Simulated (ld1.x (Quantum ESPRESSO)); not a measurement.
# An all-electron radial function and its pseudo partner (Li)

Columns: radius, all-electron u(r) and pseudo u(r) of the 2s shell (level -2.82 eV) of lithium in the configuration 1s2 2s1 2p0; PBEsol, scalar-relativistic, PAW scheme, ld1.x (Quantum ESPRESSO) 7.5.

```csv
r (bohr),all-electron,pseudo
0.215,0.1751,0.2772
0.430,0.1652,0.3565
0.645,0.0875,0.2276
0.860,-0.0102,0.0358
1.075,-0.1074,-0.1038
1.290,-0.1959,-0.1959
1.505,-0.2724,-0.2724
1.720,-0.3367,-0.3367
1.935,-0.3906,-0.3906
2.150,-0.4341,-0.4341
2.365,-0.4673,-0.4673
2.580,-0.4911,-0.4911
2.795,-0.5065,-0.5065
3.010,-0.5145,-0.5145
3.225,-0.5161,-0.5161
3.440,-0.5122,-0.5122
3.655,-0.5038,-0.5038
3.870,-0.4915,-0.4915
4.085,-0.4761,-0.4761
4.300,-0.4582,-0.4582
4.515,-0.4386,-0.4386
4.730,-0.4176,-0.4176
4.945,-0.3959,-0.3959
5.160,-0.3738,-0.3738
5.375,-0.3516,-0.3516
5.590,-0.3298,-0.3298
```

Q: How many radial nodes do the two functions have?

A: The all-electron 2s function has n − l − 1 = 1; the pseudo-wave has 1, since 1 lower shell of the same l stays in the valence.

Q: At about which radius was the pseudo-wave matched?

A: 1.30 bohr, where the columns begin to agree (steps of 0.21 bohr).

Q: Is the pseudo-wave norm-conserving?

A: No, it belongs to a PAW set: the norm inside the radius is not constrained, and the difference is carried by the augmentation charge.
